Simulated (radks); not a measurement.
Spin polarisation of the 3p5 shell in the potassium ion K2+. Start: [Ne] 3s2 3p(up 2.5, down 2.5); electrons of 3p are moved from spin down to spin up, other shells keep equal spins. All-electron calculation, non-relativistic Kohn-Sham, r2SCAN, spin-polarised, spherical densities, point nucleus; meta-GGA in the generalised Kohn-Sham scheme. Program: a radial shooting solver on a logarithmic mesh with Libxc functionals.

moment (Bohr magnetons) = 0: E - E(0) (eV) 0.000; e(3p up) (eV) -39.739; e(3p down) (eV) -39.739; 3s down minus up (eV) 0.000
moment (Bohr magnetons) = 0.25: E - E(0) (eV) -0.025; e(3p up) (eV) -39.936; e(3p down) (eV) -39.535; 3s down minus up (eV) 0.424
moment (Bohr magnetons) = 0.5: E - E(0) (eV) -0.100; e(3p up) (eV) -40.127; e(3p down) (eV) -39.323; 3s down minus up (eV) 0.850
moment (Bohr magnetons) = 0.75: E - E(0) (eV) -0.226; e(3p up) (eV) -40.311; e(3p down) (eV) -39.104; 3s down minus up (eV) 1.276
moment (Bohr magnetons) = 1: E - E(0) (eV) -0.402; e(3p up) (eV) -40.489; e(3p down) (eV) -38.877; 3s down minus up (eV) 1.703

At moment 1 the spin-polarisation energy is -0.402 eV and the 3p exchange splitting 1.612 eV, that is 1.612 eV per Bohr magneton; E = -I m^2/4 would give I = 1.610 eV.
